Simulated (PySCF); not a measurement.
## Working out the ionisation energy of Ta+

Ta+ [Xe] 4f14 5d3 6s1 (5F) → Ta(2+) [Xe] 4f14 5d3 (4F). Computed with PySCF 2.14 in def2-TZVPPD with the def2 core potential (60 electrons), with a scalar-relativistic core potential. Frozen: nothing. Energies in hartree (1 hartree = 27.21139 eV):

```
             part  Ta+ (lower)  Ta(2+) (upper)
              UHF   -56.082247      -55.562612
MP2 opposite-spin    -0.147896       -0.136322
    MP2 same-spin    -0.082983       -0.063250
```

Question: What does Hartree-Fock give?

Answer: (-55.562612) − (-56.082247) = 0.519635 hartree = 14.140 eV.

Question: What do MP2 and SCS-MP2 (6/5 opposite-spin, 1/3 same-spin) give?

Answer: The opposite-spin parts differ by 0.315 eV and the same-spin parts by 0.537 eV. MP2: 14.140 + (0.315) + (0.537) = 14.992 eV. SCS-MP2: 14.140 + 1.2 × (0.315) + (0.537)/3 = 14.697 eV.

Reference: 16.2 ± 0.5 eV (semi-empirical (NIST evaluation); NIST Atomic Spectra Database, ionization energies), between the lowest levels; spin-orbit coupling is absent from the calculation.

What remains against the reference includes basis incompleteness and correlation beyond second order.
